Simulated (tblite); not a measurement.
Compound: C3H10O3SSi2.
Atom-mapped SMILES: `[CH3:1][SiH2:2][CH2:3][S:4][Si@@H:5]([OH:6])[C:7](=[O:8])[OH:9]` (hydrogens: H10, H11, H12 on C1; H13, H14 on Si2; H15, H16 on C3; H17 on Si5; H18 on O6; H19 on O9)

Computed with GFN2-xTB (tblite), gas phase: L-BFGS steps from a force-field or distance-geometry start until the largest atomic force falls under 0.01 eV/Å.

Step 53: E = -829.3852 eV
```
atom  x, y, z in Å  |  force x, y, z in eV/Å
C1     -3.6340    0.1528   -0.0464   -0.015   0.001   0.002
Si2    -1.9253   -0.3250   -0.7153   -0.003  -0.010   0.056
C3     -0.8523   -0.6628    0.8240    0.019  -0.013  -0.007
S4      0.8072   -1.3259    0.4096   -0.009   0.020  -0.003
Si5     1.7306    0.4755   -0.2651    0.000   0.028  -0.009
O6      1.1301    1.7427    0.5540    0.009  -0.027   0.031
C7      3.6125    0.3545    0.0526    0.040   0.040   0.057
O8      4.1347    0.3159    1.1396   -0.028   0.009  -0.118
O9      4.3239    0.4062   -1.0768   -0.019  -0.034   0.078
H10    -4.2952    0.4190   -0.8641   -0.031   0.005   0.037
H11    -4.0971   -0.6602    0.5065    0.005   0.004  -0.041
H12    -3.5703    1.0057    0.6240   -0.024   0.014  -0.031
H13    -1.9832   -1.5168   -1.5642    0.010  -0.025   0.026
H14    -1.3311    0.7921   -1.4577   -0.010   0.000  -0.008
H15    -0.7022    0.2457    1.4036   -0.022  -0.029   0.010
H16    -1.2892   -1.4081    1.4856   -0.008  -0.017  -0.055
H17     1.4368    0.8235   -1.6414    0.036   0.009   0.010
H18     1.2162    1.8119    1.5041    0.042   0.044  -0.011
H19     5.2780    0.3929   -0.8799    0.010  -0.019  -0.024
```

Step 54: E = -829.3861 eV
```
atom  x, y, z in Å  |  force x, y, z in eV/Å
C1     -3.6343    0.1527   -0.0479   -0.014   0.002   0.005
Si2    -1.9252   -0.3240   -0.7156   -0.005  -0.013   0.049
C3     -0.8532   -0.6635    0.8238    0.024  -0.009  -0.004
S4      0.8069   -1.3246    0.4082   -0.001   0.018  -0.005
Si5     1.7316    0.4778   -0.2644   -0.022   0.021  -0.005
O6      1.1304    1.7430    0.5574    0.005  -0.028  -0.020
C7      3.6130    0.3568    0.0523    0.023   0.029   0.039
O8      4.1359    0.3211    1.1386   -0.013   0.012  -0.084
O9      4.3231    0.4014   -1.0778   -0.010  -0.026   0.065
H10    -4.2974    0.4174   -0.8648   -0.025   0.005   0.038
H11    -4.0955   -0.6601    0.5066    0.001   0.003  -0.038
H12    -3.5693    1.0061    0.6215   -0.033   0.018  -0.028
H13    -1.9828   -1.5178   -1.5612    0.011  -0.025   0.019
H14    -1.3317    0.7936   -1.4579   -0.010  -0.004  -0.007
H15    -0.7026    0.2440    1.4047   -0.025  -0.025   0.013
H16    -1.2900   -1.4099    1.4843   -0.004  -0.014  -0.059
H17     1.4369    0.8251   -1.6407    0.036   0.012   0.012
H18     1.2171    1.8112    1.5064    0.046   0.047   0.036
H19     5.2772    0.3890   -0.8811    0.014  -0.022  -0.027
```

Step 55: E = -829.3886 eV
```
atom  x, y, z in Å  |  force x, y, z in eV/Å
C1     -3.6373    0.1531   -0.0539    0.002   0.009   0.016
Si2    -1.9259   -0.3205   -0.7152   -0.011  -0.025   0.006
C3     -0.8566   -0.6670    0.8230    0.038   0.006   0.001
S4      0.8065   -1.3173    0.4045    0.025  -0.004  -0.014
Si5     1.7356    0.4871   -0.2633   -0.087  -0.019   0.007
O6      1.1367    1.7460    0.5683   -0.019  -0.001  -0.078
C7      3.6153    0.3658    0.0505   -0.043  -0.026  -0.003
O8      4.1402    0.3420    1.1348    0.034   0.032   0.024
O9      4.3214    0.3819   -1.0807    0.024   0.013   0.009
H10    -4.3080    0.4126   -0.8659   -0.001   0.009   0.024
H11    -4.0910   -0.6600    0.5048   -0.017  -0.007  -0.012
H12    -3.5673    1.0084    0.6120   -0.062   0.029  -0.012
H13    -1.9816   -1.5228   -1.5480    0.013  -0.022  -0.009
H14    -1.3350    0.7981   -1.4592   -0.007  -0.021   0.000
H15    -0.7070    0.2350    1.4110   -0.032   0.004   0.032
H16    -1.2935   -1.4197    1.4767    0.011  -0.010  -0.063
H17     1.4368    0.8316   -1.6396    0.038   0.024   0.018
H18     1.2258    1.8097    1.5161    0.053   0.047   0.092
H19     5.2750    0.3755   -0.8835    0.041  -0.040  -0.038
```

**Question.** Estimate the geometry and energy of step 56. (The exact step hangs on the optimiser's Hessian estimate; all steps are aligned on step 55, rigid shifts and turns removed.)

**Answer.** E = -829.3897 eV, largest force 0.105 eV/Å
```
atom  x, y, z in Å  |  force x, y, z in eV/Å
C1     -3.6385    0.1535   -0.0568    0.004   0.007   0.020
Si2    -1.9261   -0.3190   -0.7151   -0.009  -0.027  -0.014
C3     -0.8572   -0.6684    0.8223    0.036   0.014   0.000
S4      0.8069   -1.3145    0.4021    0.029  -0.020  -0.015
Si5     1.7361    0.4912   -0.2621   -0.088  -0.027   0.019
O6      1.1382    1.7466    0.5745   -0.029   0.018  -0.070
C7      3.6158    0.3697    0.0504   -0.031  -0.044   0.006
O8      4.1436    0.3539    1.1336    0.023   0.041   0.017
O9      4.3193    0.3711   -1.0824    0.027   0.026   0.002
H10    -4.3137    0.4097   -0.8662    0.013   0.008   0.015
H11    -4.0881   -0.6601    0.5043   -0.024  -0.005   0.000
H12    -3.5673    1.0105    0.6065   -0.072   0.031  -0.002
H13    -1.9795   -1.5254   -1.5420    0.012  -0.019  -0.019
H14    -1.3363    0.8000   -1.4602   -0.007  -0.029   0.003
H15    -0.7082    0.2308    1.4140   -0.034   0.015   0.039
H16    -1.2947   -1.4239    1.4723    0.017  -0.013  -0.060
H17     1.4376    0.8366   -1.6380    0.035   0.028   0.016
H18     1.2289    1.8104    1.5224    0.055   0.041   0.080
H19     5.2733    0.3667   -0.8872    0.042  -0.047  -0.037
```

The energy changes by -0.0011 eV. The first-order estimate −F·Δx gives -0.0013 eV and the mean of the old and new forces, exact on a quadratic surface, -0.0011 eV. The step makes an angle of 79° with the force vector and moves no atom by more than 0.012 Å.

What follows is the cost of the whole relaxation. Hardware: one thread of an Arm Neoverse N1 (shared host). Cost: 2.5 s.
